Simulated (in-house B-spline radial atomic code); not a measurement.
**Ionising K4+ with different functionals**

Computed with a radial B-spline atomic code at the basis-set limit: four-component Dirac-Coulomb Hamiltonian, Fermi nucleus of rms radius 3.4349 fm, spin-restricted, spherical fractional occupations for the functionals. The ionisation energy is the difference of two self-consistent energies, [Ne] 3s2 3p3 → [Ne] 3s2 3p2, without Breit or QED terms; ε is the level of the shell that loses the electron (mean over j). The electron is taken from both j subshells in proportion to 2j + 1, so the result is a j average, not the step between ground levels.

Hybrids are left out here: with spherical fractional occupations of an open shell their exact exchange keeps a self-interaction that integer-occupation calculations don't have.

| method | rung | ΔSCF (eV) | -ε(3p) (eV) |
| --- | --- | --- | --- |
| LDA VWN5 | LDA | 80.28 | 71.52 |
| relativistic LDA | LDA | 80.27 | 71.51 |
| LDA PW92 | LDA | 80.27 | 71.51 |
| LDA exchange-only | LDA | 78.58 | 69.83 |
| PBE | GGA | 80.18 | 71.44 |
| PBEsol | GGA | 80.11 | 71.37 |
| BLYP | GGA | 80.07 | 71.31 |
| RPBE | GGA | 80.15 | 71.42 |
| PW91 | GGA | 80.29 | 71.54 |
| BP86 | GGA | 80.29 | 71.54 |
| AM05 | GGA | 80.10 | 71.36 |
| OLYP | GGA | 80.30 | 71.58 |

How do they compare with the NIST value?

NIST lists 82.7 eV ± 0.16 (semi-empirical, ground level to ground level). Errors run from -4.08 to -2.36 eV. The correlated functionals all miss on the same side by more than they spread, so the cause is common to them (Breit-QED terms, spin polarisation, the choice among j levels, multiplet and fine-structure energies, or a listed next ion that isn't the cheapest removal here) and closeness doesn't rank the functionals.
